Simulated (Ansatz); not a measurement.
`O[Si@@H](Cl)[Si@@H](O)Cl` → 2 Cl• + 4 H• + 2 O• + 2 Si•  (atomization)

Isolated molecules relaxed with PBE0-D4/def2-TZVP in Ansatz; ΔE leaves out vibrations. CCSD(T)/CBS adds triple-zeta CCSD(T) − MP2 to the extrapolated MP2 energy (def2 sets, frozen cores). This one scheme is used for every species, atoms too. Functionals use def2-TZVPP. B3LYP here is the variant with VWN-RPA as its local correlation; programs differ in this. Open shells (•) are unrestricted, without spin–orbit coupling. Spin–orbit coupling would lower the free atoms: a little for Cl, O, Si. Each species was taken in one conformer, which may not be the lowest.

| level | ΔE (kJ/mol) | difference from CCSD(T)/CBS |
| --- | --- | --- |
| PBE-D4 | 3570.2 | 11.3 |
| PBE0-D4 | 3505.8 | -53.1 |
| B3LYP-D4 | 3503.2 | -55.7 |
| ωB97X-V | 3559.6 | 0.7 |
| ωB97M-V | 3553.2 | -5.7 |
| PBE0 | 3478.9 | -80.0 |
| B3LYP | 3452.6 | -106.3 |
| HF/def2-TZVPP | 2544.0 | -1014.9 |
| MP2/def2-TZVPP | 3534.8 | -24.1 |
| SCS-MP2/def2-TZVPP | 3492.6 | -66.3 |
| CCSD(T)/def2-TZVPP | 3431.7 | -127.2 |
| HF/def2-QZVPP | 2552.6 | -1006.3 |
| MP2/def2-QZVPP | 3610.8 | 51.9 |
| SCS-MP2/def2-QZVPP | 3575.5 | 16.6 |
| MP2/CBS(def2) | 3662.0 | 103.1 |
| CCSD/CBS(def2) | 3499.1 | -59.8 |
| CCSD(T)/CBS | 3558.9 | 0 |

Largest T1 diagnostic among the species: 0.012.

The D4 term adds +50.7 kJ/mol with B3LYP and +26.9 kJ/mol with PBE0; it sums over pairs of atoms, weighted by their polarisabilities, and B3LYP, whose exchange is more repulsive, gets the larger term. In def2-TZVPP, CCSD(T) changes the Hartree–Fock value by +887.7 kJ/mol (the triples alone add +59.9 kJ/mol) and MP2 by +990.8 kJ/mol; breaking electron pairs costs correlation energy, which Hartree–Fock lacks. From PBE to PBE0 (25 % exact exchange), in def2-TZVPP and without D4, ΔE moves by −60.1 kJ/mol: exact exchange takes away binding that semilocal exchange gives to molecules.

For atomizations the MP2-based limit and the directly extrapolated one differ by several kJ/mol either way, and by 10 to 25 for some Ge, Se and Sn compounds, so smaller differences from it don't rank the levels.
